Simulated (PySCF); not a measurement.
## Field gradients at the hydrogen positions

Compound: C6H15P2 (charge +1).
Structure used (PBE0-D3(BJ)/def2-SVP), in Å, numbered top down from 1:
```
atom  x, y, z in Å
C1     2.8379   -0.1739    0.3220
C2     1.7021    0.8405    0.3793
C3     0.5495    0.3261    1.2144
C4    -0.4703   -0.6618    0.6916
C5    -0.4625   -1.1977   -0.7207
C6    -1.8277   -1.6777   -1.1820
P7    -1.1379    1.0166    1.0220
P8    -1.4995    2.2941   -0.7014
H9     3.2118   -0.4145    1.3283
H10    3.6788    0.2324   -0.2573
H11    2.5248   -1.1124   -0.1584
H12    2.0572    1.7805    0.8297
H13    1.3635    1.0910   -0.6383
H14    0.7944    0.1961    2.2776
H15   -0.8420   -1.3749    1.4403
H16    0.2591   -2.0326   -0.7320
H17   -0.0606   -0.4450   -1.4166
H18   -2.5531   -0.8487   -1.2230
H19   -1.7672   -2.1131   -2.1887
H20   -2.2360   -2.4468   -0.5094
H21   -1.8610    1.1503    2.2258
H22   -2.9158    2.1940   -0.5626
H23   -1.3824    3.4922    0.0644
```

Level: PBE0/pcSseg-1 (PySCF, non-relativistic); Q(2H) = 0.00286 b; rigid geometry, the same for H and D, with no vibrational averaging.

Question: Rank these positions by the coupling χzz of a deuteron there, largest first.
A. H21 (P–H hydrogen)
B. H15 (methine hydrogen)
C. H16 (methylene hydrogen)
D. H22 (P–H hydrogen)
E. H11 (methyl hydrogen)

Answer: E (195 kHz), B (191 kHz), C (187 kHz), A (116 kHz), D (108 kHz).

Question: Give the electric field gradient Vzz (the principal value of largest size), its asymmetry and the 2H coupling at each hydrogen.

Answer: 
```tsv
atom	bonded to	bond length (Å)	Vzz (au)	η	χzz (kHz)
H9	C1	1.100	0.2878	0.04	193
H10	C1	1.099	0.2899	0.03	195
H11	C1	1.100	0.2908	0.04	195
H12	C2	1.101	0.2812	0.03	189
H13	C2	1.101	0.2809	0.06	189
H14	C3	1.099	0.2845	0.07	191
H15	C4	1.099	0.2846	0.07	191
H16	C5	1.104	0.2785	0.04	187
H17	C5	1.101	0.2810	0.05	189
H18	C6	1.102	0.2898	0.05	195
H19	C6	1.099	0.2901	0.03	195
H20	C6	1.100	0.2875	0.04	193
H21	P7	1.411	0.1729	0.11	116
H22	P8	1.427	0.1605	0.11	108
H23	P8	1.427	0.1604	0.11	108
```

Question: Average by the element that carries the hydrogen.

Answer: on C: 192 kHz over 12 positions, mean bond length 1.100 Å; on P: 111 kHz over 3 positions, mean bond length 1.421 Å.

Question: A static deuteron (I = 1) shows a doublet split by (3/2)χ, (3/4)χ(1 + η) and (3/4)χ(1 − η) with the field along z, y and x of the gradient. What are these for H20?

Answer: With |χ| = 193.2 kHz and η = 0.037: 290, 150 and 140 kHz, to first order and without motion.

Geometry: PBE0-D3(BJ)/def2-SVP, one conformer, isolated ion. The basis is small and wasn't made for field gradients, so the couplings can be 20 % off.

These values come from a run that also computed NMR shieldings. Time: 47 s of wall time; peak memory 1.1 GiB. Hardware: an Arm Neoverse V2 with one thread, shared host with 96 logical CPUs at a one-minute load of 60.
